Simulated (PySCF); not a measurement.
# Bromine: a sound run and one with changed settings

Sound run: Br⁺ [Ar] 3d10 4s2 4p4, Br²⁺ [Ar] 3d10 4s2 4p3. All numbers are calculated (PySCF 2.14, scalar relativity through the core potential, in cc-pVDZ-PP with ECP10MDF (4s3p2d, 23 functions)). The sound run starts from symmetry-adapted Hartree-Fock orbitals and uses a fine grid where one is needed.

Changed run: basis STO-3G, all-electron and non-relativistic. This setting is unsound on purpose.

```
species  method  sound run (hartree)  changed run (hartree)  converged
    Br⁺     UHF           -415.07864            -2544.32459        yes
    Br⁺    PBE0           -416.32958            -2545.37127        yes
    Br⁺  r2SCAN           -416.23385            -2545.67508        yes
   Br²⁺     UHF           -414.33728            -2543.59590        yes
   Br²⁺    PBE0           -415.54706            -2544.59017        yes
   Br²⁺  r2SCAN           -415.44874            -2544.89744        yes
```

Ionisation energy of Br⁺:

| method | sound run (eV) | changed run (eV) |
| --- | --- | --- |
| UHF | 20.173 | 19.828 |
| PBE0 | 21.294 | 21.255 |
| r2SCAN | 21.364 | 21.161 |

A minimal basis cannot let orbitals breathe on ionisation and holds almost no correlation. The Hamiltonian changed with the basis, so the totals do not compare.

For comparison, NIST gives 21.591 eV between the lowest levels.
